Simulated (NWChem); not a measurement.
System: BeSiH4; SMILES [BeH][SiH3]

The following NWChem deck was run.

```
start job
memory heap 200 mb stack 900 mb global 1100 mb
geometry units angstroms
  Be    -0.000220    -1.663468     0.006161
  H     -0.001417    -3.003531     0.009521
  Si    -0.001816     0.529676     0.001048
  H      1.171954     1.095617    -0.743287
  H      0.052964     1.096622     1.389476
  H     -1.234669     1.089828    -0.645957
end
basis spherical
  Be library sto-3g
  H library sto-3g
  Si library sto-3g
end
dft
  xc hfexch
  iterations 150
end
driver
  maxiter 120
end
task dft optimize
task dft freq
```

The level has its own optimisation; frequencies are unscaled.

Problem. Give the results of this calculation. (Hartree-Fock/STO-3G.) Quantities: r Be–H (Å); r Be–Si (Å); r H–Si (Å); highest harmonic frequency (cm⁻¹); lowest (cm⁻¹); zero-point energy (kcal/mol); dipole (D).

Solution. 
```yaml
r Be–H (Å): 1.292
r Be–Si (Å): 2.129
r H–Si (Å): 1.424
highest harmonic frequency (cm⁻¹): 2900
lowest (cm⁻¹): 482
zero-point energy (kcal/mol): 25.9
dipole (D): 0.16
```
